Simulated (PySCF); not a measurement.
**SrS and its ions**

r²SCAN; Sr def2-SVP with ECP28, S def2-SVP; scalar-relativistic core potentials (PySCF 2.14). Neutral (UKS): singlet (closed shell), Re = 2.458 Å, ωe = 405 cm⁻¹, De = 3.96 eV, HOMO -3.99 eV, LUMO -2.34 eV.

SrS⁺ (UKS): doublet (π ↑), Re = 2.644 Å, ωe = 331 cm⁻¹, De = 2.92 eV to Sr⁺ + S. The energies at the minima are -428.77374 hartree for SrS and -428.53617 for SrS⁺.

Task: Work out the adiabatic ionisation energy, without and with harmonic zero-point energies (1 hartree = 27.2114 eV, 1 eV = 8065.5 cm⁻¹), and the change of the bond length.

Result: At r²SCAN: 0.23757 hartree = 6.465 eV between the minima; the zero-point term (331.0 − 405.0)/2 cm⁻¹ = -0.005 eV makes it 6.460 eV. Re changes by +18.6 pm against the neutral. Minus the HOMO energy is 3.99 eV, -2.47 eV from the value between the minima; self-interaction puts the Kohn–Sham level too high, less so with exact exchange. The electron leaves a π orbital; in so polar a molecule the change of length follows mostly from the change of the ionic charges.

Spin–orbit coupling is left out. For an ion De counts to the pair picked by the measured ionisation energies or electron affinities, which need not be the lowest pair at this level. States were picked by a PBE0 search and need not be the measured ground states.
